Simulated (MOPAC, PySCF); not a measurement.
H5BN2O, SMILES `NB(N)O`, neutral singlet in the gas phase. 

Cartesian coordinates (Å):
```xyz
9

N      1.3967    -0.0872    -0.0773
B      0.0113     0.2136    -0.0973
N     -0.9630    -0.7016     0.3977
O     -0.3428     1.4471    -0.6250
H      1.7864    -0.9413     0.2747
H      2.0745     0.5647    -0.4286
H     -0.7273    -1.5981     0.7832
H     -1.9498    -0.5187     0.3965
H     -1.2859     1.6216    -0.6238
```
Charge 0, multiplicity 1.

All levels are single points at this geometry (B3LYP-D3(BJ)/def2-TZVP); Pople sets use spherical d functions. Orbital energies aren't observables, and empty levels follow the basis.

```csv
level,HOMO (eV),LUMO (eV),gap (eV),dipole (D),"vertical IE, Delta-SCF (eV)"
B3LYP-D3(BJ)/def2-TZVP in PySCF,-6.57,0.32,6.89,1.85,–
PBE-D3(BJ)/def2-TZVP in PySCF,-5.35,-0.11,5.24,1.80,–
B3LYP/6-31G* in PySCF,-5.99,1.89,7.88,1.87,8.75
M06-2X/6-31G* in PySCF,-7.77,3.16,10.93,1.92,–
SVWN5/6-31G* in PySCF,-4.84,1.16,5.99,1.88,–
HF/6-31G* in PySCF,-10.09,5.74,15.83,2.02,–
AM1 in MOPAC,-9.49,2.45,11.94,1.74,–
PM3 in MOPAC,-8.55,2.29,10.84,1.75,–
PM6 in MOPAC,-9.02,2.10,11.12,2.06,–
```
